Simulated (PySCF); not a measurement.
PySCF input for BHF2, SMILES FBF, B3LYP-D3(BJ)/def2-TZVP. Geometry: B3LYP-D3(BJ)/def2-TZVP.

```python
import numpy as np
from pyscf import gto, scf, dft, df
from pyscf.hessian import thermo

mol = gto.M(
    atom='''
    B     0.00000000   -0.00000000   -0.45895286
    H    -0.00000001   -0.00000000   -1.64578349
    F    -0.00000000    1.12995815    0.21891932
    F    -0.00000000   -1.12995815    0.21891932
    ''',
    basis='def2-TZVP',
    charge=0,
    spin=0,
    max_memory=1600,
    verbose=3,
)
mf = dft.RKS(mol, xc='b3lyp').density_fit(auxbasis='def2-universal-jkfit')
mf.disp = 'd3bj'
mf.grids.level = 3
mf.conv_tol = 1e-11
mf.max_cycle = 100
mf.kernel()

# [left out here: the lines that compute and print the analytic Hessian (its translational invariance restored by hand, since the grid's response is missing), thermochemistry and intensities]
```

It prints:

```
converged SCF energy = -225.35862108444

WARN: DFTD3 does not support analytical Hessian, using finite difference


WARN: Mole.unit (angstrom) is changed to Bohr

Mode                                 0                   1                   2
Irrep
Freq [cm^-1]                      536.1496            928.1181           1093.0208
Reduced mass [au]                  12.9888              1.6832              1.1379
Force const [Dyne/A]                2.1998              0.8543              0.8010
Char temp [K]                     771.3999           1335.3552           1572.6136
Normal mode                   x     y     z       x     y     z       x     y     z
       0   B                -0.00 -0.00 -0.13    0.19 -0.00 -0.00   -0.00 -0.02  0.00
       1   H                -0.00 -0.00 -0.13   -0.75 -0.00  0.00    0.00 -0.93  0.00
       2   F                 0.00 -0.14  0.04   -0.03 -0.00 -0.00    0.00  0.03  0.04
       3   F                 0.00  0.14  0.04   -0.03  0.00 -0.00   -0.00  0.03 -0.04
Mode                                 3                   4                   5
Irrep
Freq [cm^-1]                     1171.6706           1420.4655           2698.4409
Reduced mass [au]                   8.0597              7.8198              1.1007
Force const [Dyne/A]                6.5190              9.2963              4.7224
Char temp [K]                    1685.7731           2043.7336           3882.4556
Normal mode                   x     y     z       x     y     z       x     y     z
       0   B                 0.00 -0.00 -0.21    0.00  0.26 -0.00    0.00 -0.00  0.09
       1   H                -0.00 -0.00 -0.23   -0.00 -0.22 -0.00   -0.00 -0.00 -0.95
       2   F                 0.00  0.09  0.07    0.00 -0.07 -0.03    0.00 -0.00 -0.00
       3   F                 0.00 -0.09  0.07   -0.00 -0.07  0.03    0.00  0.00 -0.00
temperature 298.1500 [K]
pressure 101325.00 [Pa]
Rotational constants [GHz] 74.64526 10.41707 9.14135
Symmetry number 2
Zero-point energy (ZPE) 0.01788 [Eh]   46940.660 [J/mol]
                           tot       elec      trans        rot        vib
Entropy [J/mol/K]       244.472      0.000    157.489     83.529      3.454
Cv [J/mol/K]             34.325      0.000     12.472     12.472      9.382
Cp [J/mol/K]             42.640      0.000     20.786     12.472      9.382
Internal energy [J/mol]                      3718.434   3718.434  47724.376
Internal energy [Eh]   -225.33761  -225.35862
Enthalpy [J/mol]                             6197.391   3718.434  47724.376
Enthalpy [Eh]          -225.33667
Gibbs free energy [J/mol]                  -40757.979 -21185.606  46694.462
Gibbs free energy [Eh] -225.36443
mode   freq/cm-1   IR/(km/mol)
   1      536.15        21.040
   2      928.12        70.300
   3     1093.02         0.305
   4     1171.67       118.337
   5     1420.47       398.593
   6     2698.44        97.976
max |gradient| / (hartree/bohr): 0.00020876619510815173
APT charges: [ 1.2865 -0.1585 -0.564  -0.564 ]
```

The run converged.
